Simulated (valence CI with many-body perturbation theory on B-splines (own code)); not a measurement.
**Te18+: E2, M1, M2 decay**

Method: valence CI with perturbative core correlation (CI+MBPT): six valence electrons over a frozen Dirac-Fock core [Ar] 3d10, radial functions for each j: 9 s, 9 p, 8 d, 6 f, 3 g, 1 h, with the one-electron correlation potential Σ1, the two-electron term Σ2, the three-electron term Σ3, Breit, model QED; selected CI, second order for the rest, scaled by the run's own slope (own B-spline code, finite nucleus).

No measured levels were compared; by estimate levels hold to about 250 cm⁻¹ or 0.2 % of their energy and the worst to 1 %, as in measured heavy ions of charge 2 to 7; those with d or f electrons hold less well. Among the levels kept, up to 1000 cm⁻¹ of a level comes from second order outside the variational space, and about a tenth of that is noise between levels of different J, which matters for small intervals.

Lines 1 to 40 of 40 in falling wavelength, among levels below 861060 cm⁻¹, chosen from the decays that carry over 1 % of a level's rate. Wavelengths and rates use the calculated energies, so an error of 1000 cm⁻¹ moves a line at 353.5 nm by 3.5 % and its rate by three times that or more. Electric multipoles are in the length gauge, E1 and E2 with the static RPA response of the core. S is in atomic units (e²a₀⁴ for E2 and M2, e²a₀⁶ for E3), for M1 in squared Bohr magnetons. Weak lines are less certain than strong ones. Lines between different terms over intervals too small for the method are left out, as are lines whose strength nearly cancels. The highest levels of a list are the least certain.

Levels are named by their leading jj configuration (3d3/2^4 stands for four electrons in 3d with j = 3/2), which in mixed levels can hold well under half, so a name can repeat and another be missing. Letters in brackets count levels of one name in rising energy.

| λ vac (nm) | Upper | Lower | Type | A (s⁻¹) | S (a.u.) |
| --- | --- | --- | --- | --- | --- |
| 630.3 | (4s^2 4p1/2^2 4p3/2 4d5/2) J=4 | (4s^2 4p1/2^2 4p3/2 4d3/2) J=3 | M1 | 6.55e+01 | 5.48e+00 |
| 424.6 | (4s^2 4p1/2 4p3/2^2 4d5/2) J=4 [b] | (4s^2 4p1/2 4p3/2^2 4d3/2) J=3 [a] | M1 | 9.89e+01 | 2.53e+00 |
| 355.2 | (4s^2 4p1/2 4p3/2^2 4d5/2) J=5 | (4s^2 4p1/2 4p3/2^2 4d5/2) J=4 [a] | M1 | 2.85e+02 | 5.22e+00 |
| 353.5 | (4s^2 4p1/2 4p3/2^2 4d5/2) J=4 [c] | (4s^2 4p1/2 4p3/2^2 4d5/2) J=3 [a] | M1 | 5.74e+01 | 8.46e-01 |
| 279.9 | (4s^2 4p1/2^2 4p3/2^2) J=0 | (4s^2 4p1/2^2 4p3/2^2) J=2 | E2 | 1.36e+00 | 2.08e-01 |
| 275.2 | (4s^2 4p1/2 4p3/2^2 4d5/2) J=4 [c] | (4s^2 4p1/2 4p3/2^2 4d3/2) J=3 [a] | M1 | 1.70e+02 | 1.18e+00 |
| 247.0 | (4s^2 4p1/2 4p3/2^2 4d5/2) J=4 [a] | (4s^2 4p1/2^2 4p3/2 4d5/2) J=3 | M1 | 9.67e+02 | 4.86e+00 |
| 200.9 | (4s^2 4p1/2 4p3/2^2 4d5/2) J=4 [b] | (4s^2 4p1/2^2 4p3/2 4d5/2) J=3 | M1 | 1.60e+02 | 4.31e-01 |
| 172.7 | (4s^2 4p3/2^3 4d5/2) J=4 | (4s^2 4p1/2 4p3/2^2 4d5/2) J=3 [b] | M1 | 1.81e+03 | 3.12e+00 |
| 169.7 | (4s^2 4p1/2 4p3/2^3) J=1 | (4s^2 4p1/2^2 4p3/2^2) J=0 | M1 | 1.91e+03 | 1.04e+00 |
| 159.8 | (4s^2 4p1/2 4p3/2^2 4d5/2) J=4 [c] | (4s^2 4p1/2^2 4p3/2 4d5/2) J=3 | M1 | 4.93e+02 | 6.72e-01 |
| 115.8 | (4s^2 4p1/2 4p3/2^2 4d5/2) J=4 [a] | (4s^2 4p1/2^2 4p3/2 4d5/2) J=4 | M1 | 7.91e+03 | 4.09e+00 |
| 105.7 | (4s^2 4p1/2 4p3/2^3) J=1 | (4s^2 4p1/2^2 4p3/2^2) J=2 | M1 | 1.48e+04 | 1.94e+00 |
| 104.5 | (4s^2 4p1/2 4p3/2^2 4d5/2) J=4 [b] | (4s^2 4p1/2^2 4p3/2 4d5/2) J=4 | M1 | 1.46e+03 | 5.55e-01 |
| 94.97 | (4s^2 4p3/2^3 4d5/2) J=4 | (4s^2 4p1/2 4p3/2^2 4d5/2) J=5 | M1 | 4.76e+03 | 1.36e+00 |
| 92.20 | (4s^2 4p1/2 4p3/2^2 4d5/2) J=4 [c] | (4s^2 4p1/2^2 4p3/2 4d5/2) J=4 | M1 | 1.06e+03 | 2.77e-01 |
| 92.20 | (4s^2 4p1/2 4p3/2^2 4d5/2) J=4 [c] | (4s^2 4p1/2^2 4p3/2 4d5/2) J=4 | E2 | 2.98e+01 | 1.59e-01 |
| 89.79 | (4s^2 4p3/2^3 4d5/2) J=4 | (4s^2 4p1/2 4p3/2^2 4d5/2) J=4 [c] | M1 | 1.84e+03 | 4.43e-01 |
| 89.65 | (4s^2 4p1/2 4p3/2^2 4d5/2) J=4 [b] | (4s^2 4p1/2^2 4p3/2 4d3/2) J=3 | M1 | 2.72e+03 | 6.54e-01 |
| 87.31 | (4s^2 4p1/2 4p3/2^2 4d5/2) J=5 | (4s^2 4p1/2^2 4p3/2 4d5/2) J=4 | M1 | 2.36e+03 | 6.40e-01 |
| 87.31 | (4s^2 4p1/2 4p3/2^2 4d5/2) J=5 | (4s^2 4p1/2^2 4p3/2 4d5/2) J=4 | E2 | 5.81e+01 | 2.89e-01 |
| 85.81 | (4s^2 4p1/2 4p3/2^3) J=2 | (4s^2 4p1/2^2 4p3/2^2) J=2 | M1 | 1.11e+04 | 1.30e+00 |
| 85.81 | (4s^2 4p1/2 4p3/2^3) J=2 | (4s^2 4p1/2^2 4p3/2^2) J=2 | E2 | 1.53e+02 | 3.17e-01 |
| 80.55 | (4s^2 4p3/2^3 4d5/2) J=4 | (4s^2 4p1/2 4p3/2^2 4d5/2) J=4 [b] | M1 | 2.99e+03 | 5.21e-01 |
| 80.43 | (4s^2 4p1/2 4p3/2^2 4d5/2) J=4 [c] | (4s^2 4p1/2^2 4p3/2 4d3/2) J=3 | M1 | 1.21e+02 | 2.10e-02 |
| 77.03 | (4s^2 4p1/2 4p3/2^2 4d5/2) J=4 [c] | (4s^2 4p1/2^2 4p3/2 4d3/2) J=2 | E2 | 4.33e+01 | 9.44e-02 |
| 74.93 | (4s^2 4p3/2^3 4d5/2) J=4 | (4s^2 4p1/2 4p3/2^2 4d5/2) J=4 [a] | M1 | 1.84e+04 | 2.59e+00 |
| 73.84 | (4s^2 4p3/2^4) J=0 | (4s^2 4p1/2 4p3/2^3) J=1 | M1 | 6.42e+04 | 9.58e-01 |
| 71.60 | (4s^2 4p3/2^3 4d5/2) J=4 | (4s^2 4p1/2 4p3/2^2 4d5/2) J=3 [a] | M1 | 3.53e+03 | 4.33e-01 |
| 67.70 | (4s^2 4p3/2^3 4d5/2) J=4 | (4s^2 4p1/2 4p3/2^2 4d3/2) J=3 [a] | M1 | 2.62e+03 | 2.71e-01 |
| 61.85 | (4s^2 4p1/2^2 4p3/2 4d5/2) J=4 | (4s 4p1/2^2 4p3/2^3) J=2 | E2 | 1.90e+01 | 1.38e-02 |
| 57.49 | (4s^2 4p3/2^3 4d5/2) J=4 | (4s^2 4p1/2^2 4p3/2 4d5/2) J=3 | M1 | 6.33e+02 | 4.01e-02 |
| 45.49 | (4s^2 4p3/2^3 4d5/2) J=4 | (4s^2 4p1/2^2 4p3/2 4d5/2) J=4 | M1 | 1.63e+03 | 5.12e-02 |
| 37.02 | (4s^2 4p1/2 4p3/2^2 4d5/2) J=4 [c] | (4s 4p1/2^2 4p3/2^3) J=2 | E2 | 4.78e+01 | 2.67e-03 |
| 26.21 | (4s^2 4p3/2^3 4d5/2) J=4 | (4s 4p1/2^2 4p3/2^3) J=2 | E2 | 1.36e+03 | 1.36e-02 |
| 16.50 | (4s^2 4p1/2 4p3/2^2 4d5/2) J=4 [a] | (4s^2 4p1/2 4p3/2^3) J=2 | M2 | 1.47e+02 | 1.44e-04 |
| 16.25 | (4s^2 4p1/2 4p3/2^2 4d5/2) J=4 [b] | (4s^2 4p1/2 4p3/2^3) J=2 | M2 | 8.42e+01 | 7.66e-05 |
| 15.92 | (4s^2 4p1/2 4p3/2^2 4d5/2) J=4 [c] | (4s^2 4p1/2 4p3/2^3) J=2 | M2 | 5.04e+02 | 4.14e-04 |
| 15.71 | (4s^2 4p1/2^2 4p3/2 4d5/2) J=4 | (4s^2 4p1/2^2 4p3/2^2) J=2 | M2 | 5.00e+02 | 3.85e-04 |
| 13.43 | (4s^2 4p1/2 4p3/2^2 4d5/2) J=4 [c] | (4s^2 4p1/2^2 4p3/2^2) J=2 | M2 | 4.11e+01 | 1.44e-05 |
